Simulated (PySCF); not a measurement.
**Pt²⁺ (platinum, charge +2): UHF calculation**

Configuration: [Xe] 4f14 5d8, high-spin 3F determinant. All numbers are calculated (PySCF 2.14, scalar relativity through the core potential, in def2-TZVP with the def2 core potential (60 electrons)).

| Quantity | Value |
| --- | --- |
| Total energy | -117.497273 hartree |
| One-electron energy | -195.3692 hartree |
| Hartree (Coulomb) energy | 88.2589 hartree |
| Exchange energy | -10.3869 hartree |
| ⟨S²⟩ | 2.0028 |
| ⟨L²⟩ | 12.031 |
| Sum of ⟨r⟩ | 21.26 bohr |
| Sum of ⟨r²⟩ | 32.98 bohr² |
| Time after the integrals | 0.13 s of wall time on 1 thread of Neoverse-V1 (shared host) |

```
shell  electrons  mean orbital energy (eV)  spread (eV)  rms radius, mean of both spins (bohr)
 5s α          1                   -143.28            0                                   1.03
 5s β          1                   -140.09            0                                   1.03
 5p α          3                   -92.001            0                                   1.19
 5p β          3                   -87.621            0                                   1.19
 5d α          5                   -32.670        1.059                                   1.67
 5d β          3                   -30.893            0                                   1.67
```

Energies and moments cover only the electrons outside the core potential. Spin-orbit coupling, absent here, splits the open shell strongly.
